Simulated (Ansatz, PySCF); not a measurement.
Pair of molecules: HCl (SMILES Cl) (first 2 atoms) with C3H6 (SMILES C=CC); geometry from B3LYP-D3(BJ)/def2-TZVP.
(charge 0, multiplicity 1):
```xyz
11

Cl     0.241     0.211     0.538
H      0.549     0.091     1.793
C      1.127    -0.519     3.953
C      0.218     0.440     4.107
C     -1.261     0.234     4.109
H      0.839    -1.557     3.827
H      2.188    -0.303     3.963
H      0.558     1.465     4.235
H     -1.733     0.807     3.306
H     -1.520    -0.817     3.976
H     -1.699     0.584     5.047
```

Basis-set superposition error: the interaction energy with monomers in their own basis, and in the dimer's basis (counterpoise).

The values were computed with Ansatz (Gaussian orbitals); PySCF for 6-31G* rows, M06-2X. 

| level | uncorrected (kJ/mol) | counterpoise (kJ/mol) | difference |
|---|---|---|---|
| HF/aug-cc-pV(D+d)Z | -4.1 | -2.5 | 1.7 |
| PBE0/def2-TZVPPD | -15.3 | -14.8 | 0.5 |
| BHLYP/def2-TZVPPD | -11.3 | -10.8 | 0.4 |
| M06-2X/def2-TZVPPD | -16.9 | -16.4 | 0.6 |
| wB97X-V/def2-TZVPPD | -17.1 | -16.6 | 0.5 |
| B2PLYP/def2-TZVPPD | -13.7 | -12.4 | 1.3 |
| MP2/6-31G* | -17.2 | -10.3 | 6.9 |
| MP2/aug-cc-pV(D+d)Z | -22.3 | -15.7 | 6.6 |
| CCSD/aug-cc-pV(D+d)Z | -16.6 | -10.2 | 6.4 |
| CCSD(T)/aug-cc-pV(D+d)Z | -19.1 | -12.0 | 7.1 |

The error is largest for CCSD(T)/aug-cc-pV(D+d)Z (7.1 kJ/mol) and smallest for BHLYP/def2-TZVPPD (0.4 kJ/mol).

Ansatz is a first-principles code.
